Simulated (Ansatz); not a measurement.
Basis-set extrapolation for `O[Si](O)(Cl)[SiH2]Cl` (PBE0-D4/def2-TZVP geometry, frozen core, Ansatz). Multiplicity 1, RHF reference.

```json
{"": "HF", "def2-TZVPP": "-1649.261677", "def2-QZVPP": "-1649.312851"}
{"": "MP2 correlation", "def2-TZVPP": "-1.089159", "def2-QZVPP": "-1.188385"}
{"": "CCSD(T) correlation", "def2-TZVPP": "-1.189379", "def2-QZVPP": "not run"}
```

Energies in hartree. Use E(X) = E(∞) + A·exp(−7.88·√X) for Hartree–Fock and E(X) = E(∞) + B·X^(−2.97) for correlation, with X = 3 and 4, and add CCSD(T) minus MP2 of the smaller set to the MP2 limit.

**Question.** What is the CCSD(T) energy at the basis-set limit?

**Answer.** HF limit: -1649.312851 + (-0.051174) × 0.13774 = -1649.31990. MP2 limit: -1.188385 + (-0.099226) × 0.74074 = -1.26189. Higher-order term: -1.189379 − (-1.089159) = -0.10022. Total: -1650.68201 hartree, 144.9 kcal/mol below CCSD(T)/def2-TZVPP.
